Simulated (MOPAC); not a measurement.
Input for MOPAC: AM1 on SnP, 2S+1 = 2, a spin state set in the input, which need not be the lowest, a point of a bond scan (R = 2.172 Å).

```
AM1 1SCF PRECISE CHARGE=0 UHF MS=0.5 THREADS=1
PSn

P      0.00000000 1     0.00000000 1     0.00000000 1
Sn     0.00000000 1     0.00000000 1     2.17245200 1
```

The log:

```
*******************************************************************************
 **                                                                           **
 **                              MOPAC v23.2.5                                **
 **                                                                           **
 *******************************************************************************
 ** MOPAC's Digital Object Identifier: https://doi.org/10.5281/zenodo.6511958 **
 **                                                                           **
 ** Please cite the open-source release paper for use of this MOPAC version:  **
 ** J. E. Moussa and J. J. P. Stewart (2026)                                  **
 ** MOPAC: An open-source semiempirical molecular orbital program             **
 ** J. Open Source Softw., 11(119), 8025, https://doi.org/10.21105/joss.08025 **
 *******************************************************************************

                              AM1 CALCULATION RESULTS

 *******************************************************************************
 *  AM1        - The AM1 Hamiltonian to be used
 *  UHF        - UNRESTRICTED HARTREE-FOCK CALCULATION
 *
 *
 *
 *                 CHARGE ON SYSTEM = 0
 *
 *
 *
 *  MS=        - IN MECI, MAGNETIC COMPONENT OF SPIN =  0.5
 *  PRECISE    - TIGHTER CRITERIA TO BE USED
 *  1SCF       - DO 1 SCF AND THEN STOP
 *  THREADS=1  - MULTI-THREADING NOT USED
 *  T=         - A TIME OF 172800.0 SECONDS REQUESTED
 *  DUMP=N     - RESTART FILE WRITTEN EVERY 7200.0 SECONDS REQUESTED
 *******************************************************************************
AM1 1SCF PRECISE CHARGE=0 UHF MS=0.5 THREADS=1
 PSn

   ATOM   CHEMICAL          X               Y               Z
  NUMBER   SYMBOL      (ANGSTROMS)     (ANGSTROMS)     (ANGSTROMS)

     1       P          0.00000000  *   0.00000000  *   0.00000000  *
     2      Sn          0.00000000  *   0.00000000  *   2.17245200  *



          CARTESIAN COORDINATES

    NO.       ATOM           X           Y           Z

     1         P          0.0000      0.0000      0.0000
     2        Sn          0.0000      0.0000      2.1725

  P: (AM1): M.J.S.DEWAR, JIE, C, THEOCHEM, 187, 1 (1989)
 Sn: (AM1): J. J. P. STEWART, J. MOL. MOD., 10, 155-164 (2004)

           Empirical Formula: P Sn  =     2 atoms



      MOLECULAR POINT GROUP   :   C*v


          UHF CALCULATION, NO. OF ALPHA ELECTRONS =    5
                           NO. OF BETA  ELECTRONS =    4

 -------------------------------------------------------------------------------
 AM1 1SCF PRECISE CHARGE=0 UHF MS=0.5 THREADS=1
 PSn



     1SCF WAS SPECIFIED, SO BFGS WAS NOT USED
     SCF FIELD WAS ACHIEVED


                              AM1 CALCULATION
                                                       MOPAC v23.2.5 Linux




          FINAL HEAT OF FORMATION =         78.31610 KCAL/MOL =     327.67458 KJ/MOL


          COSMO AREA              =        100.67 SQUARE ANGSTROMS
          COSMO VOLUME            =         90.39 CUBIC ANGSTROMS

          IONIZATION POTENTIAL    =          8.134053 EV
          ALPHA SOMO LUMO (EV)    =         -8.395 -1.250
          BETA  SOMO LUMO (EV)    =         -8.134 -2.471
          NO. OF ALPHA ELECTRONS  =          5
          NO. OF BETA  ELECTRONS  =          4
          MOLECULAR WEIGHT        =        149.6638         POINT GROUP:  C*v

          MOLECULAR DIMENSIONS (Angstroms)

            Atom       Atom       Distance
           Sn     2    P     1     2.17245
           Sn     2    P     1     0.00000
            P     1   Sn     2     0.00000


          SCF CALCULATIONS        =          1





   ATOM   CHEMICAL          X               Y               Z
  NUMBER   SYMBOL      (ANGSTROMS)     (ANGSTROMS)     (ANGSTROMS)

     1       P          0.00000000  *   0.00000000  *   0.00000000  *
     2      Sn          0.00000000  *   0.00000000  *   2.17245200  *

                             CARTESIAN COORDINATES

   1    P        0.000000000     0.000000000     0.000000000
   2   Sn        0.000000000     0.000000000     2.172452000


           Empirical Formula: P Sn  =     2 atoms



      MOLECULAR POINT GROUP   :   C*v


          ALPHA EIGENVALUES
 -20.04371 -12.81728  -8.87299  -8.44439  -8.39508  -1.24991  -0.83448   0.59993


           BETA EIGENVALUES
 -19.31869 -12.41908  -8.17829  -8.13405  -2.47122  -0.67501  -0.20521   0.70263


              NET ATOMIC CHARGES AND DIPOLE CONTRIBUTIONS

  ATOM NO.   TYPE          CHARGE      No. of ELECS.   s-Pop       p-Pop
    1          P          -1.088421        6.0884     1.94212     4.14630
    2         Sn           1.088421        2.9116     1.95105     0.96053
 DIPOLE           X         Y         Z       TOTAL
 POINT-CHG.     0.000     0.000    11.357    11.357
 HYBRID         0.000    -0.000    -2.114     2.114
 SUM            0.000    -0.000     9.243     9.243


          ATOMIC ORBITAL ELECTRON POPULATIONS

     Atom    s        px        py        pz
    1  P   1.94212   1.63663   0.83393   1.67574
    2 Sn   1.95105   0.36337   0.16607   0.43109


                    (SZ)    =    0.500000
                    (S**2)  =    0.750293


          ATOMIC ORBITAL SPIN POPULATIONS

    Atom   Total    s     px     py     pz
         Atomic
    1  P  0.8486 -0.000  0.013  0.834  0.002
    2 Sn  0.1514  0.001 -0.013  0.166 -0.002

 **********************
 *                    *
 * JOB ENDED NORMALLY *
 *                    *
 **********************




 == MOPAC DONE ==
```

The run finished.

Cost: very roughly 0.020 core-seconds.
